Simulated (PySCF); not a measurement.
BH2, SMILES [BH2+], charge +1. Geometry: r2SCAN-D4/def2-TZVPD.

TDDFT-PBE/def2-TZVPD (PySCF) puts the lowest singlet excitations at 7.08, 7.08, 10.79, 10.79, 13.87, 15.08 eV.

Q: What are the lowest excitation roots from ADC(3)/aug-cc-pVDZ in PySCF? (An estimate is asked for; the answer gives what the named calculation found.)

A: 7.31, 7.31, 12.15, 12.15, 14.66, 16.16 eV. S1 differs by 0.23 eV (second minus first; roots are paired by order, and the bases may differ).
